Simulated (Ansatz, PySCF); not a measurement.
Gas-phase reaction R1 → P1 + P2, each structure at its B3LYP-D3(BJ)/def2-SVP stationary point, reached from a drawn start (curvature not checked).
R1: C4H12Sn (SMILES [CH3][Sn]([CH3])([CH3])[CH3]), charge 0, multiplicity 1.
P1, C3H8Sn (SMILES [CH2]=[Sn]([CH3])[CH3]) (charge 0, multiplicity 1):
```xyz
12

Sn    -0.155    -0.264     0.047
C      2.010    -0.137     0.045
H      2.348     0.491     0.882
H      2.433    -1.146     0.151
H      2.356     0.308    -0.899
C     -1.126     1.661    -0.180
H     -0.814     2.127    -1.126
H     -2.216     1.521    -0.185
H     -0.846     2.322     0.653
C     -1.142    -1.969     0.168
H     -0.616    -2.921     0.280
H     -2.234    -1.993     0.164
```
P2: CH4 (SMILES C), charge 0, multiplicity 1.

P less R. No zero-point or thermal terms; no spin–orbit coupling.

Correlated levels freeze the cores. In cc and def2 sets filled d and f shells under p-block atoms count as core.

Programs: Ansatz (a quantum-chemistry and plane-wave program); PySCF for the D3/D4 terms. No computed number here is a measurement. Elements past Kr take the def2 small-core potentials, without spin–orbit coupling.

Total energies in hartree:

| structure | PBE/def2-TZVPP | B3LYP-D3(BJ)/def2-TZVPP | CCSD(T)/def2-TZVPP |
|---|---|---|---|
| R1 | -373.769572 | -374.124056 | -372.801474 |
| P1 | -333.236745 | -333.510252 | -332.288504 |
| P2 | -40.464359 | -40.540742 | -40.438343 |

**Question.** Work out the reaction energy at each level in kcal/mol (1 hartree = 627.50947 kcal/mol), and say how far PBE/def2-TZVPP lies from CCSD(T)/def2-TZVPP.

**Answer.** 
- PBE/def2-TZVPP: (-333.236745) + (-40.464359) − (-373.769572) = 0.068468 hartree = 42.96 kcal/mol
- B3LYP-D3(BJ)/def2-TZVPP: (-333.510252) + (-40.540742) − (-374.124056) = 0.073062 hartree = 45.85 kcal/mol
- CCSD(T)/def2-TZVPP: (-332.288504) + (-40.438343) − (-372.801474) = 0.074627 hartree = 46.83 kcal/mol
PBE/def2-TZVPP less CCSD(T)/def2-TZVPP: -3.87 kcal/mol. CCSD(T)/def2-TZVPP is the level counted from, the highest shown, and no exact or measured value.
